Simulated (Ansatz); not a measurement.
Two shapes of singlet SiF₄.

Shape 1:

```xyz
5

Si    0.0052   -0.0473    0.0154
F     0.8949    0.8975    0.8743
F     0.8808   -0.9181   -0.8802
F    -0.8752    0.8868   -0.9125
F    -0.8692   -0.9265    0.9304
```

Shape 2:

```xyz
5

Si    0.0000    0.0000    0.0000
F     0.9891    0.9891    0.9891
F     0.9891   -0.9891   -0.9891
F    -0.9891    0.9891   -0.9891
F    -0.9891   -0.9891    0.9891
```

Basis set: def2-TZVP (spherical functions). Left uncorrelated: 9 orbitals. Charge 0, multiplicity 1.

Computed with Ansatz (development build ahead of 0.2.0); each method stands on the lowest determinant of its kind that the runs found.

Task: Which shape is lower in energy, and by how much in each method?

Result:

```
 method  E(2) − E(1) (eV)
    RHF             2.206
RHF-MP2             1.403
```

Shape 1 is lower. Caution: no unrestricted run beside it, a lower state can exist.
